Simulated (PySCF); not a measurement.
A GIAO shielding run with PySCF 2.14 (density fitting, non-relativistic, gas phase) on SMILES C(C=C)OC1=CC=CC=C1, C$_{9}$H$_{10}$O:

```
{"job": {"kind": "nmr", "xc": "PBE0", "basis": "pcSseg-1"}, "charge": 0, "multiplicity": 1}
C      3.303661    -0.311804    -1.200472
C      2.048310    -0.408473    -0.764406
C      1.513746     0.337974     0.419441
O      0.328946     1.045529     0.129292
C     -0.852438     0.392142     0.077436
C     -1.023621    -0.973664     0.332280
C     -2.300104    -1.535588     0.262335
C     -3.408341    -0.759996    -0.061059
C     -3.231008     0.601990    -0.318051
C     -1.968434     1.175003    -0.250758
H      3.662280    -0.889697    -2.056158
H      4.026893     0.350770    -0.713221
H      1.343920    -1.072509    -1.279141
H      1.348547    -0.344911     1.274556
H      2.240586     1.095509     0.746909
H     -0.175278    -1.611729     0.581521
H     -2.419286    -2.603257     0.463479
H     -4.401810    -1.209616    -0.115576
H     -4.089937     1.226929    -0.575315
H     -1.810333     2.236987    -0.447821
```

Hardware: 1 thread of an Arm Neoverse V1, shared host. The job also computes population analyses, field gradients.

Question: How large is the calculation?

Answer: 72 electrons, 220 basis functions and 1132 auxiliary functions.

Question: How long does it take?

Answer: 44 s of wall time, with 14 SCF cycles and 5 response iterations. Times on a shared host scatter by some tens of per cent.

Question: And these other runs on the same molecule and hardware: GIAO shielding at B3LYP/pcSseg-1?

Answer: B3LYP/pcSseg-1: 220 functions, 41 s.
